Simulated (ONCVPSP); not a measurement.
**gadolinium (Gd): what ONCVPSP 4.0.1 does with a changed input**

Command:

```bash
oncvpsp.x < Gd.dat > Gd.out
```

Input:

```
# ATOM AND REFERENCE CONFIGURATION
# atsym  z   nc   nv     iexc    psfile
  Gd 64.00   10    4        4      upf
#
#   n    l    f
    1    0    2.00
    2    0    2.00
    2    1    6.00
    3    0    2.00
    3    1    6.00
    3    2   10.00
    4    0    2.00
    4    1    6.00
    4    2   10.00
    4    3    7.00
    5    0    2.00
    5    1    6.00
    5    2    1.00
    6    0    0.50
#
# PSEUDOPOTENTIAL AND OPTIMIZATION
# lmax
    1
#
#   l,   rc,      ep,       ncon, nbas, qcut
    0    2.05    0.00    4    8    5.80
    1    1.85    0.00    4    8    6.20
    2    1.85    0.00    4    9    5.10
#
# LOCAL POTENTIAL
# lloc, lpopt,  rc(5),   dvloc0
    2    5    1.85    0.00
#
# VANDERBILT-KLEINMAN-BYLANDER PROJECTORs
# l, nproj, debl
    0    2    1.40
    1    1    2.70
    2    0    1.00
#
# MODEL CORE CHARGE
# icmod, fcfact, rcfact
    0    0.00    0.00
#
# LOG DERIVATIVE ANALYSIS
# epsh1, epsh2, depsh
   -4.00    5.00    0.02
#
# OUTPUT GRID
# rlmax, drl
    6.00    0.01
#
# TEST CONFIGURATIONS
# ncnf
    4
# nvcnf
#   n    l    f
    4
    5    0    2.00
    5    1    6.00
    5    2    1.00
    6    0    2.00
#
    4
    5    0    2.00
    5    1    6.00
    5    2    1.00
    6    0    1.00
#
    4
    5    0    2.00
    5    1    6.00
    5    2    1.00
    6    0    0.00
#
    5
    5    0    2.00
    5    1    6.00
    5    2    1.00
    6    0    0.00
    6    1    1.00
#
```

Output:

```
ONCVPSP  (Optimized Norm-Conservinng Vanderbilt PSeudopotential)
scalar-relativistic version 4.0.1

Read ERROR, input data file line  28
Program will stop
```

Problem. This input was made by a single change from one that runs to its end. What was changed?

Solution. The change: lmax lowered by one with the lists unchanged. The program refuses the input: "Read ERROR, input data file line 28".
